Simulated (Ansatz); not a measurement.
These are PBE0-D3(BJ)/def2-SVP in Ansatz (an electronic-structure program) values and carry that method's errors. No frequencies were computed at this level.

Ansatz 0.2 input:
```yaml
crystal:
  periodic: [false, false, false]
  atoms:
    - { symbol: B, position_ang: [-2.254737, 1.904715, 0.180294] }
    - { symbol: C, position_ang: [-0.903211, 1.147488, 0.013938] }
    - { symbol: C, position_ang: [0.228274, 1.967331, -0.126973] }
    - { symbol: C, position_ang: [1.573437, 1.66179, -0.172891] }
    - { symbol: C, position_ang: [2.223824, 0.427412, -0.141886] }
    - { symbol: O, position_ang: [3.586892, 0.525382, -0.203434] }
    - { symbol: C, position_ang: [1.644137, -0.83375, -0.072414] }
    - { symbol: C, position_ang: [0.305032, -1.160655, -0.006993] }
    - { symbol: C, position_ang: [-0.194628, -2.463754, 0.048892] }
    - { symbol: C, position_ang: [-1.581279, -2.408543, 0.123945] }
    - { symbol: C, position_ang: [-1.994534, -1.077815, 0.124284] }
    - { symbol: C, position_ang: [-0.875469, -0.248781, 0.049537] }
    - { symbol: H, position_ang: [-2.493286, 2.820446, -0.506637] }
    - { symbol: H, position_ang: [-3.005928, 1.603071, 1.022386] }
    - { symbol: H, position_ang: [0.012612, 3.028103, -0.179519] }
    - { symbol: H, position_ang: [2.257659, 2.497663, -0.255384] }
    - { symbol: H, position_ang: [3.986732, -0.35264, -0.191878] }
    - { symbol: H, position_ang: [2.330226, -1.678034, -0.076322] }
    - { symbol: H, position_ang: [0.402593, -3.357243, 0.034884] }
    - { symbol: H, position_ang: [-2.235275, -3.261902, 0.174019] }
    - { symbol: H, position_ang: [-3.013068, -0.740282, 0.162154] }
basis:
  gaussian: { orbitals: def2-svp }
hamiltonian:
  xc: pbe0
  dispersion: d3bj
relax:
  max_steps: 150
```

Output:

```
Functional definition: PBE0
2483 factors; integrals over basis functions are off by at most 4.1e-4 eV
mean field evaluation 1: about -13202.7225 eV, gradient 6.1e1 eV
mean field evaluation 2: about -13199.0322 eV, gradient 7.2e1 eV
mean field evaluation 4: about -13212.5065 eV, gradient 5.6e0 eV
mean field evaluation 8: about -13212.6886 eV, gradient 4.2e-1 eV
mean field evaluation 16: about -13212.6892 eV, gradient 1.5e-4 eV
mean field -13212.68916986 eV, -485.5573711099 hartree, gradient 3.0e-5 eV, S^2 0.000000; 0 other end points of the search recorded, 0 dependent functions left out
reference -13212.68920312 eV, -485.5573723321 hartree; 41, 41 occupied and 172, 172 virtual orbitals, 2483 factors
relax step   1: F+E_penalty+E_count = -13213.29061389 eV  Δ(F+E_penalty+E_count) = +0.000e0 eV  max|allowed force component| = 9.753e-1 eV/Å  Δτ_max = 0.0000 Å  (33 SCF iters, accepted)
these checks for a lower state are left out or cut short: starts, cluster_reference, orbital_swaps, neighbouring_geometries, increment
2483 factors; integrals over basis functions are off by at most 4.3e-4 eV
mean field -13212.79936421 eV, -485.5614206777 hartree, gradient 2.7e-5 eV, S^2 0.000000; 0 other end points of the search recorded, 0 dependent functions left out
reference -13212.79939767 eV, -485.5614219072 hartree; 41, 41 occupied and 172, 172 virtual orbitals, 2483 factors
relax step   2: F+E_penalty+E_count = -13213.39961371 eV  Δ(F+E_penalty+E_count) = -1.090e-1 eV  max|allowed force component| = 4.116e-1 eV/Å  Δτ_max = 0.1172 Å  (37 SCF iters, accepted)
these checks for a lower state are left out or cut short: starts, cluster_reference, orbital_swaps, neighbouring_geometries, increment
2483 factors; integrals over basis functions are off by at most 4.4e-4 eV
mean field evaluation 32: about -13212.8099 eV, gradient 6.8e-4 eV
mean field -13212.80986741 eV, -485.5618066630 hartree, gradient 1.5e-5 eV, S^2 0.000000; 0 other end points of the search recorded, 0 dependent functions left out
reference -13212.80990124 eV, -485.5618079063 hartree; 41, 41 occupied and 172, 172 virtual orbitals, 2483 factors
relax step   3: F+E_penalty+E_count = -13213.40929320 eV  Δ(F+E_penalty+E_count) = -9.679e-3 eV  max|allowed force component| = 6.545e-1 eV/Å  Δτ_max = 0.1951 Å  (36 SCF iters, accepted)
these checks for a lower state are left out or cut short: starts, cluster_reference, orbital_swaps, neighbouring_geometries, increment
2483 factors; integrals over basis functions are off by at most 4.4e-4 eV
mean field -13212.85533734 eV, -485.5634776524 hartree, gradient 1.3e-5 eV, S^2 0.000000; 0 other end points of the search recorded, 0 dependent functions left out
reference -13212.85537129 eV, -485.5634789000 hartree; 41, 41 occupied and 172, 172 virtual orbitals, 2483 factors
relax step   4: F+E_penalty+E_count = -13213.45520234 eV  Δ(F+E_penalty+E_count) = -4.591e-2 eV  max|allowed force component| = 4.314e-1 eV/Å  Δτ_max = 0.2000 Å  (37 SCF iters, accepted)
these checks for a lower state are left out or cut short: starts, cluster_reference, orbital_swaps, neighbouring_geometries, increment
2483 factors; integrals over basis functions are off by at most 4.5e-4 eV
mean field -13212.87272425 eV, -485.5641166093 hartree, gradient 2.6e-5 eV, S^2 0.000000; 0 other end points of the search recorded, 0 dependent functions left out
reference -13212.87275813 eV, -485.5641178543 hartree; 41, 41 occupied and 172, 172 virtual orbitals, 2483 factors
relax step   5: F+E_penalty+E_count = -13213.47219308 eV  Δ(F+E_penalty+E_count) = -1.699e-2 eV  max|allowed force component| = 1.651e-1 eV/Å  Δτ_max = 0.2000 Å  (36 SCF iters, accepted)
these checks for a lower state are left out or cut short: starts, cluster_reference, orbital_swaps, neighbouring_geometries, increment
2483 factors; integrals over basis functions are off by at most 4.6e-4 eV
mean field -13212.87430871 eV, -485.5641748373 hartree, gradient 2.2e-5 eV, S^2 0.000000; 0 other end points of the search recorded, 0 dependent functions left out
reference -13212.87434249 eV, -485.5641760785 hartree; 41, 41 occupied and 172, 172 virtual orbitals, 2483 factors
relax step   6: F+E_penalty+E_count = -13213.47345643 eV  Δ(F+E_penalty+E_count) = -1.263e-3 eV  max|allowed force component| = 3.484e-1 eV/Å  Δτ_max = 0.1278 Å  (37 SCF iters, accepted)
these checks for a lower state are left out or cut short: starts, cluster_reference, orbital_swaps, neighbouring_geometries, increment
2483 factors; integrals over basis functions are off by at most 4.7e-4 eV
mean field -13212.87953262 eV, -485.5643668125 hartree, gradient 1.8e-5 eV, S^2 0.000000; 0 other end points of the search recorded, 0 dependent functions left out
reference -13212.87956640 eV, -485.5643680536 hartree; 41, 41 occupied and 172, 172 virtual orbitals, 2483 factors
relax step   7: F+E_penalty+E_count = -13213.47876380 eV  Δ(F+E_penalty+E_count) = -5.307e-3 eV  max|allowed force component| = 7.493e-2 eV/Å  Δτ_max = 0.0323 Å  (36 SCF iters, accepted)
these checks for a lower state are left out or cut short: starts, cluster_reference, orbital_swaps, neighbouring_geometries, increment
2483 factors; integrals over basis functions are off by at most 4.8e-4 eV
mean field evaluation 64: about -13212.7865 eV, gradient 1.9e-2 eV
mean field -13212.88013256 eV, -485.5643888599 hartree, gradient 1.7e-5 eV, S^2 0.000000; 0 other end points of the search recorded, 0 dependent functions left out
reference -13212.88016630 eV, -485.5643900996 hartree; 41, 41 occupied and 172, 172 virtual orbitals, 2483 factors
relax step   8: F+E_penalty+E_count = -13213.47948284 eV  Δ(F+E_penalty+E_count) = -7.190e-4 eV  max|allowed force component| = 9.091e-2 eV/Å  Δτ_max = 0.0719 Å  (35 SCF iters, accepted)
these checks for a lower state are left out or cut short: starts, cluster_reference, orbital_swaps, neighbouring_geometries, increment
2483 factors; integrals over basis functions are off by at most 4.8e-4 eV
mean field -13212.88163525 eV, -485.5644440824 hartree, gradient 1.7e-5 eV, S^2 0.000000; 0 other end points of the search recorded, 0 dependent functions left out
reference -13212.88166896 eV, -485.5644453215 hartree; 41, 41 occupied and 172, 172 virtual orbitals, 2483 factors
relax step   9: F+E_penalty+E_count = -13213.48088692 eV  Δ(F+E_penalty+E_count) = -1.404e-3 eV  max|allowed force component| = 2.098e-2 eV/Å  Δτ_max = 0.0409 Å  (36 SCF iters, accepted)
these checks for a lower state are left out or cut short: starts, cluster_reference, orbital_swaps, neighbouring_geometries, increment
2483 factors; integrals over basis functions are off by at most 4.8e-4 eV
mean field -13212.88163587 eV, -485.5644441054 hartree, gradient 2.7e-5 eV, S^2 0.000000; 0 other end points of the search recorded, 0 dependent functions left out
reference -13212.88166959 eV, -485.5644453445 hartree; 41, 41 occupied and 172, 172 virtual orbitals, 2483 factors
relax step  10: F+E_penalty+E_count = -13213.48088808 eV  Δ(F+E_penalty+E_count) = -1.159e-6 eV  max|allowed force component| = 2.075e-2 eV/Å  Δτ_max = 0.0009 Å  (24 SCF iters, accepted)
these checks for a lower state are left out or cut short: starts, cluster_reference, orbital_swaps, neighbouring_geometries, increment
2483 factors; integrals over basis functions are off by at most 4.8e-4 eV
mean field -13212.88169069 eV, -485.5644461200 hartree, gradient 2.4e-5 eV, S^2 0.000000; 0 other end points of the search recorded, 0 dependent functions left out
reference -13212.88172440 eV, -485.5644473588 hartree; 41, 41 occupied and 172, 172 virtual orbitals, 2483 factors
relax step  11: F+E_penalty+E_count = -13213.48094806 eV  Δ(F+E_penalty+E_count) = -5.998e-5 eV  max|allowed force component| = 1.840e-2 eV/Å  Δτ_max = 0.0226 Å  (30 SCF iters, accepted)
these checks for a lower state are left out or cut short: starts, cluster_reference, orbital_swaps, neighbouring_geometries, increment
2483 factors; integrals over basis functions are off by at most 4.8e-4 eV
mean field -13212.88177613 eV, -485.5644492599 hartree, gradient 2.4e-5 eV, S^2 0.000000; 0 other end points of the search recorded, 0 dependent functions left out
reference -13212.88180984 eV, -485.5644504987 hartree; 41, 41 occupied and 172, 172 virtual orbitals, 2483 factors
relax step  12: F+E_penalty+E_count = -13213.48102549 eV  Δ(F+E_penalty+E_count) = -7.744e-5 eV  max|allowed force component| = 2.739e-2 eV/Å  Δτ_max = 0.0259 Å  (29 SCF iters, accepted)
these checks for a lower state are left out or cut short: starts, cluster_reference, orbital_swaps, neighbouring_geometries, increment
2483 factors; integrals over basis functions are off by at most 4.8e-4 eV
mean field evaluation 96: about -13212.8814 eV, gradient 1.5e-3 eV
mean field -13212.88141984 eV, -485.5644361665 hartree, gradient 2.3e-5 eV, S^2 0.000000; 0 other end points of the search recorded, 0 dependent functions left out
reference -13212.88145355 eV, -485.5644374052 hartree; 41, 41 occupied and 172, 172 virtual orbitals, 2483 factors
relax step  13: F+E_penalty+E_count = -13213.48066455 eV  Δ(F+E_penalty+E_count) = +3.609e-4 eV  max|allowed force component| = 8.847e-2 eV/Å  Δτ_max = 0.0144 Å  (29 SCF iters, rejected (line search))
these checks for a lower state are left out or cut short: starts, cluster_reference, orbital_swaps, neighbouring_geometries, increment
2483 factors; integrals over basis functions are off by at most 4.8e-4 eV
mean field -13212.88182792 eV, -485.5644511632 hartree, gradient 2.4e-5 eV, S^2 0.000000; 0 other end points of the search recorded, 0 dependent functions left out
reference -13212.88186163 eV, -485.5644524019 hartree; 41, 41 occupied and 172, 172 virtual orbitals, 2483 factors
relax step  14: F+E_penalty+E_count = -13213.48108669 eV  Δ(F+E_penalty+E_count) = -6.120e-5 eV  max|allowed force component| = 3.934e-3 eV/Å  Δτ_max = 0.0045 Å  (28 SCF iters, accepted)
2483 factors; integrals over basis functions are off by at most 4.8e-4 eV
mean field -13212.88182792 eV, -485.5644511632 hartree, gradient 2.4e-5 eV, S^2 0.000000; 1 other end points of the search recorded, 0 dependent functions left out
reference -13212.88186163 eV, -485.5644524019 hartree; 41, 41 occupied and 172, 172 virtual orbitals, 2483 factors
Total energy: -13213.48112040 eV, -485.5864747554 hartree
Atom 0 at    -2.250636     1.935437     0.103883 Å, force    -0.001490    -0.000322     0.000119 eV/Å
Atom 1 at    -0.909715     1.160843     0.027765 Å, force    -0.000349    -0.000286    -0.000237 eV/Å
Atom 2 at     0.233618     1.975636    -0.088654 Å, force     0.002293    -0.001535     0.000059 eV/Å
Atom 3 at     1.591212     1.678841    -0.181414 Å, force     0.000951     0.000075    -0.000211 eV/Å
Atom 4 at     2.236563     0.442143    -0.186611 Å, force    -0.000947     0.001603    -0.000683 eV/Å
Atom 5 at     3.581567     0.511805    -0.291733 Å, force    -0.000278     0.000093    -0.000215 eV/Å
Atom 6 at     1.635760    -0.826390    -0.095575 Å, force    -0.001857    -0.001360     0.000067 eV/Å
Atom 7 at     0.302913    -1.166097     0.018132 Å, force     0.003934    -0.000576     0.001053 eV/Å
Atom 8 at    -0.171790    -2.490428     0.102028 Å, force    -0.000698     0.000043    -0.001429 eV/Å
Atom 9 at    -1.560832    -2.440768     0.205968 Å, force     0.000492     0.001113    -0.000491 eV/Å
Atom 10 at    -2.007963    -1.101822     0.191993 Å, force     0.000236    -0.000329     0.000243 eV/Å
Atom 11 at    -0.904034    -0.256483     0.077616 Å, force    -0.002440     0.000646     0.001460 eV/Å
Atom 12 at    -2.228918     3.144070     0.056805 Å, force    -0.000264    -0.000124     0.000162 eV/Å
Atom 13 at    -3.318808     1.385297     0.208848 Å, force     0.000494     0.000603    -0.000523 eV/Å
Atom 14 at     0.017818     3.047533    -0.110550 Å, force    -0.000197     0.000412     0.000175 eV/Å
Atom 15 at     2.275124     2.528340    -0.263738 Å, force    -0.000015    -0.000146    -0.000340 eV/Å
Atom 16 at     3.954626    -0.376035    -0.289672 Å, force    -0.000128     0.000168     0.000583 eV/Å
Atom 17 at     2.329924    -1.677196    -0.118051 Å, force    -0.000095    -0.000351     0.000231 eV/Å
Atom 18 at     0.452104    -3.383231     0.086611 Å, force     0.000360     0.000134    -0.000262 eV/Å
Atom 19 at    -2.214624    -3.311343     0.286837 Å, force     0.000073     0.000147     0.000570 eV/Å
Atom 20 at    -3.043908    -0.780152     0.259516 Å, force    -0.000075    -0.000007    -0.000333 eV/Å
Dipole moment:     0.506416    -0.304402    -0.028209 e Å
```

Cost: about 8 core-minutes (a rough figure).
